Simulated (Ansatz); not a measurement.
Cost and result up the ladder for Mg₅S₄I₂ (11 atoms). The state is a singlet with charge 0. Geometry: r2SCAN-D4/def2-SVP.

```tsv
atom	x (Å)	y (Å)	z (Å)
S1	-2.5750	0.6871	-0.9084
S2	0.9161	-0.6833	-0.8708
S3	0.1654	2.7119	1.7294
S4	-0.0609	-1.5531	2.3205
Mg5	-1.2851	2.6220	-0.0592
Mg6	-0.5336	0.6537	-2.2228
Mg7	-1.3332	-0.8596	0.4061
Mg8	1.2995	-2.6444	0.6360
Mg9	0.9338	0.5469	1.4565
I10	-0.2033	3.2958	-2.6871
I11	2.6762	-4.7769	0.1999
```

Ansatz on 4 threads of Arm Neoverse V1 on a shared host. Times are rough, and most runs start from the orbitals of an earlier one. PBE0-D4/def2-TZVP serves as the yardstick here, not as an exact answer. Differences are given only for rows in sets of like size (and for xTB, whose basis is part of the method), since another set adds its own error. Binding counts from free atoms at the same level (S triplet, Mg singlet, I doublet; other spins of the atoms weren't run), without zero-point energy or a counterpoise term.

In the def2 sets I takes a core potential; there is no spin–orbit coupling. Correlated methods freeze 33 core orbitals; core or outer-core shells of Mg, I are correlated, in sets that lack core-valence functions. The rows differ in basis, and correlated rows in double-zeta sets carry the largest basis error.

Correlated methods converge slowly with the basis, most of all in double-zeta sets.

```
                          level  functions  wall time  binding energy per atom (eV)  difference from PBE0-D4/def2-TZVP (eV)
                PBE-D4/def2-SVP        214      8.5 s                          2.88                                       –
                   MP2/def2-SVP        214       12 s                          2.75                                       –
               PBE0-D4/def2-SVP        214       16 s                          2.87                                       –
               PBE-D4/def2-TZVP        408       22 s                          2.86                                    0.01
            r2SCAN-D4/def2-TZVP        408       44 s                          2.95                                    0.11
               B97M-V/def2-TZVP        408       63 s                          2.84                                   -0.01
                   HF/def2-TZVP        408       72 s                          2.05                                   -0.80
PBE0-D4/def2-TZVP (with forces)        408       87 s                          2.85                                    0.00
```
